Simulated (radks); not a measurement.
Spherical jellium clusters: N electrons in a uniform positive sphere of charge N and radius rs N^(1/3), rs = 2.3 bohr. Method: non-relativistic Kohn-Sham, LDA (Slater exchange, Perdew-Wang correlation), spin-polarised, spherical densities; computed with a radial shooting solver with Libxc functionals. Levels are named by radial order and angular momentum (1s, 1p, 1d, 2s, ...), and open shells are averaged over m. Each electron was tried in the lowest free levels, single moves between levels near the top were tried too, and the lowest total energy was kept; such a search can miss a lower state. Energies include the self-energy of the background; IP and EA are vertical (highest electron removed, lowest free level filled), at fixed background; spill-out counts the electrons outside the background radius R, and alpha is the static dipole polarisability from linear response (closed shells only). A dash means not computed or, for alpha, an open shell; in EA it means that no bound solution was reached, which is typical of self-interaction and does not show that the anion is unstable. Real open-shell clusters deform, which this model forbids.

| N | open shells | 2S | E/N (eV) | E(N+1) + E(N-1) - 2E(N) (eV) | IP (eV) | EA (eV) | -e(HOMO) (eV) | spill-out (e) | alpha/R^3 |
|---|---|---|---|---|---|---|---|---|---|
| 1 | 1s(up 1, down 0) | 1 | -0.136 | - | - | - | 4.105 | 0.58 | - |
| 2 | none | 0 | -0.980 | 2.546 | 7.896 | - | 4.830 | 0.83 | 2.339 |
| 3 | 1p(up 1, down 0) | 1 | -0.412 | -1.010 | 4.694 | - | 2.404 | 1.25 | - |
| 4 | 1p(up 2, down 0) | 2 | -0.381 | -0.963 | 5.867 | - | 3.398 | 1.54 | - |
| 5 | 1p(up 3, down 0) | 3 | -0.555 | 0.332 | 6.611 | - | 4.103 | 1.74 | - |
| 6 | 1p(up 3, down 1) | 2 | -0.616 | -0.801 | 6.022 | - | 3.752 | 1.93 | - |
| 7 | 1p(up 3, down 2) | 1 | -0.774 | -0.620 | 6.676 | 2.227 | 4.366 | 2.09 | - |
| 8 | none | 0 | -0.970 | 3.034 | 7.131 | - | 4.824 | 2.22 | 1.879 |
| 9 | 1d(up 1, down 0) | 1 | -0.785 | -0.489 | 3.943 | - | 2.004 | 2.49 | - |
| 10 | 1d(up 2, down 0) | 2 | -0.686 | -0.475 | 4.525 | - | 2.560 | 2.72 | - |
| 11 | 1d(up 3, down 0) | 3 | -0.648 | -0.440 | 4.992 | - | 3.016 | 2.90 | - |
| 12 | 1d(up 4, down 0) | 4 | -0.654 | -0.399 | 5.377 | - | 3.400 | 3.06 | - |
| 13 | 1d(up 5, down 0) | 5 | -0.689 | 0.303 | 5.700 | - | 3.729 | 3.20 | - |
| 14 | 1d(up 5, down 0) 2s(up 1, down 0) | 6 | -0.697 | 0.007 | 5.313 | - | 3.515 | 3.50 | - |
| 15 | 1d(up 5, down 1) 2s(up 1, down 0) | 5 | -0.704 | -0.530 | 5.428 | 1.825 | 3.581 | 3.63 | - |
| 16 | 1d(up 5, down 3) | 2 | -0.743 | -0.340 | 5.757 | 2.110 | 3.891 | 3.60 | - |
| 17 | 1d(up 5, down 4) | 1 | -0.798 | -0.285 | 6.014 | 2.376 | 4.155 | 3.71 | - |
| 18 | none | 0 | -0.862 | 0.228 | 6.236 | 2.256 | 4.388 | 3.81 | 1.670 |
| 19 | 2s(up 1, down 0) | 1 | -0.907 | 0.213 | 5.945 | 2.183 | 4.173 | 4.04 | - |
| 20 | none | 0 | -0.938 | 1.928 | 5.769 | - | 4.054 | 4.28 | 1.731 |
| 21 | 1f(up 1, down 0) | 1 | -0.873 | -0.279 | 3.905 | - | 2.234 | 4.44 | - |
| 22 | 1f(up 2, down 0) | 2 | -0.827 | -0.265 | 4.182 | - | 2.514 | 4.59 | - |
| 23 | 1f(up 3, down 0) | 3 | -0.797 | -0.250 | 4.428 | - | 2.765 | 4.72 | - |
| 24 | 1f(up 4, down 0) | 4 | -0.780 | -0.235 | 4.649 | - | 2.992 | 4.84 | - |
| 25 | 1f(up 5, down 0) | 5 | -0.773 | -0.221 | 4.849 | 1.605 | 3.198 | 4.95 | - |
| 26 | 1f(up 6, down 0) | 6 | -0.775 | -0.208 | 5.032 | 1.797 | 3.387 | 5.05 | - |
| 27 | 1f(up 7, down 0) | 7 | -0.785 | 0.497 | 5.199 | - | 3.561 | 5.14 | - |
| 28 | 1f(up 7, down 1) | 6 | -0.777 | -0.220 | 4.660 | - | 3.070 | 5.25 | - |
| 29 | 1f(up 7, down 2) | 5 | -0.776 | -0.206 | 4.856 | 1.734 | 3.271 | 5.35 | - |
| 30 | 1f(up 7, down 3) | 4 | -0.783 | - | 5.034 | 1.921 | 3.455 | 5.44 | - |

All shells are closed at N = 2, 8, 18, 20 (there: 1s2 1p6 1d10 2s2); the second difference of the energy has clear peaks (12 % above both neighbours; the first and last values, which can be the largest, are not judged, and half-filled shells can peak too) at N = 5, 8, 13, 20, 27.
